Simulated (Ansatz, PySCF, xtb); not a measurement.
System: H₆SeSi₂, singlet: bend at the central Se, local threefold symmetry of each SiH3 group. Scanned: Si-Se-Si angle. Other coordinates (Se-Si length, H-Si-Se angle, Si-H length) were minimised at PBE0/def2-TZVP.

Levels: CCSD(T)/aug-cc-pVTZ = CCSD(T) on RHF/aug-cc-pVTZ, cores with 3d frozen in Ansatz (a program for electronic structure); r2SCAN/def2-TZVP, density fitting (PySCF); GFN1-xTB (xtb).

Energies in kcal/mol, each method relative to its own lowest point.

```tsv
a / °	CCSD(T)/aug-cc-pVTZ	r2SCAN	GFN1-xTB
180	32.1	30.1	(withheld)
170.25	30.9	29.0	8.6
162.75	28.6	26.9	(withheld)
155.25	25.3	23.9	(withheld)
147.75	21.3	20.2	5.7
140.25	17.1	16.3	(withheld)
132.75	12.9	12.3	(withheld)
125.25	9.0	8.6	1.9
117.75	5.6	5.4	1.0
110.25	2.9	2.8	0.3
102.75	1.0	0.9	0.0
95.25	0.0	0.0	0.0
90	0.1	0.1	0.4
```

**Question.** Complete the blanks.

**Answer.** 
- 180, GFN1-xTB: 8.9
- 162.75, GFN1-xTB: 7.9
- 155.25, GFN1-xTB: 6.9
- 140.25, GFN1-xTB: 4.4
- 132.75, GFN1-xTB: 3.1
